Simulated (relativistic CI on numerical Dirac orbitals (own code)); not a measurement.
# Spin-allowed bands of a d3 ion in an octahedral site, by hand

Problem. Take Δ = 24600 cm⁻¹ and B = 730 cm⁻¹ for a d3 ion in an octahedral site. Calculate the three spin-allowed bands.

Working.
1. The terms of highest spin are 4F (energy 0) and 4P (15B = 10950 cm⁻¹). Here the F term splits into A2 at −1.2Δ = -29520, T2 at −0.2Δ = -4920 and T1 at +0.6Δ = 14760 cm⁻¹.
2. The two T1 states mix through the element 0.4Δ: H = [[14760, 9840], [9840, 10950]], with roots ½(H₁₁ + H₂₂) ∓ ½√[(H₂₂ − H₁₁)² + 4H₁₂²] = ½(25710) ∓ ½(20045) = 2832 and 22878 cm⁻¹.
3. The ground term is 4A2 at -29520 cm⁻¹.
4. Bands: 4T2 24600 cm⁻¹ (407 nm), 4T1(F) 32352 cm⁻¹ (309 nm), 4T1(P) 52398 cm⁻¹ (191 nm).

Check. Exact diagonalisation of the whole d3 shell with these parameters gives 4T2 24600, 4T1 32352, 4T1 52398 cm⁻¹. The match is exact, since without spin-orbit coupling no other term has this spin. The ratio of the second band to the first, 1.315, depends on Δ/B = 33.7 alone, which is how a Tanabe-Sugano diagram is read.
